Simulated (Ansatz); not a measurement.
Input for Ansatz (development build ahead of 0.2.0):

```yaml
crystal:
  periodic: [false, false, false]
  atoms:
    - { symbol: H, position_ang: [0.01669, -0.04685, -1.33396] }
    - { symbol: Be, position_ang: [0.00202, 0.01044, -0.04886] }
    - { symbol: H, position_ang: [-0.01446, 0.03931, 1.36641] }
basis:
  gaussian: { orbitals: cc-pVDZ }
hamiltonian:
  xc: hf
```

The input is written out in the form of the current development build from the run's settings.

Results

```yaml
Converged: yes
Total_energy: -15.76494 hartree
Spin_squared_of_the_determinant: 0.000
```
